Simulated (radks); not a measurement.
Values are calculated unless marked as measured or tabulated.
Question: Level of theory: scalar-relativistic Kohn-Sham, PBE, spin-polarised, spherical densities, finite nucleus; open shells are filled with parallel spins first (spin-orbit coupling, left out, can overturn this in heavy ions); Fermi nuclear charge, rms radius of each element as measured or else 0.836 A^(1/3) + 0.57 fm (a radial shooting solver on a logarithmic mesh with Libxc functionals). Response by self-consistent Sternheimer equations with the Hartree and adiabatic LDA kernel, the relativistic mass of each level held fixed and spin-orbit coupling left out. Rank Xe5+, Xe2+, Xe, Xe3+, Xe6+, Xe+, Xe4+ (NIST ground configurations) by static dipole polarisability, largest first.

Answer: Xe 28.92, Xe+ 18.31, Xe2+ 12.78, Xe3+ 9.372, Xe4+ 7.243, Xe5+ 5.702, Xe6+ 4.555 bohr^3.
